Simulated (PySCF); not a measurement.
# NMR data sheet: C₇H₉FSi

```
Formula                               : C7H9FSi
SMILES                                : Fc1cccc(C[SiH3])c1
InChI                                 : InChI=1S/C7H9FSi/c8-7-3-1-2-6(4-7)5-9/h1-4H,5H2,9H3
Point group of the computed structure : C1
Degrees of unsaturation               : 4
Carbon signals                        : 7
Proton signals                        : 6
```

Atom-mapped SMILES (the numbers label the heavy atoms): `[F:1][c:2]1[cH:3][cH:4][cH:5][c:6]([CH2:7][SiH3:8])[cH:9]1`; H(Xn) means a hydrogen on atom n.

No relativistic terms, one averaged value for each set of equivalent atoms, single conformer, isolated molecule. σ from GIAO-PBE0/pcSseg-1; geometry from PBE0-D3(BJ)/def2-SVP; PySCF 2.14.

Scale: TMS for ¹H and ¹³C and ²⁹Si; CFCl3 for ¹⁹F (reference shieldings calculated alike).

| carbon | δC, type | δH (multiplicity) | HMBC from (2–3 bonds) | span of the C tensor (ppm) |
| --- | --- | --- | --- | --- |
| C2 | 170.7, C | – | H(C4), H(C9), H(C3) | 163 |
| C3 | 117.1, CH | 6.90 (m) | H(C4), H(C5), H(C9) | 183 |
| C4 | 135.8, CH | 7.34 (m) | H(C5), H(C3) | 231 |
| C5 | 127.8, CH | 6.96 (d) | H(C4), H(C9), H(C3), H(C7) | 207 |
| C6 | 148.0, C | – | H(C4), H(C5), H(C9), H(Si8), H(C7) | 227 |
| C7 | 19.8, CH2 | 2.19 (q) | H(C5), H(C9), H(Si8) | 51 |
| C9 | 119.8, CH | 6.92 (m) | H(C5), H(C3), H(C7) | 171 |

Other nuclei:
```csv
atoms,nucleus,environment,δ (ppm),σ (ppm)
H(Si8),¹H,hydrogen on a silicon bonded to C,3.95,27.32
F1,¹⁹F,aryl fluorine,-110.8,288.1
Si8,²⁹Si,"silicon bonded to C, 3 H",-56.5,408.5
```

- Carbon types of the structure: 2 × C, 4 × CH, 1 × CH2, leaving 3 H on heteroatoms.
- δC 170.7: aromatic carbon bearing fluorine; the electronegative substituent deshields the carbon that carries it.
- δC 148.0: substituted aromatic carbon.
- δC 135.8, 127.8, 119.8, 117.1: aromatic CH.
- δH 7.34, 6.96, 6.92, 6.90: hydrogen on an aromatic CH; aromatic region.
- δH 2.19: hydrogen on an sp3 CH2 bonded to Si, on an aromatic ring; benzylic-type position, deshielded by the ring.

Splittings by ¹⁹F in the carbon and heteronuclear signals aren't shown, as no couplings were computed. Shifts are as computed. Against solution values, carbons near 30 ppm lie about +2 ppm off and those near 130 ppm about +5 ppm. Of 1211 compounds with measured shifts, 218 miss one by over three times the rms of a fit or turn the order of signals round; such compounds aren't used in these exercises. Unscaled 19F shifts against computed CFCl3 carry errors that often reach 10 to 50 ppm. Multiplicities follow the n + 1 count of equivalent neighbours, as no J values were calculated; m marks all less simple cases, F and P coupling included.
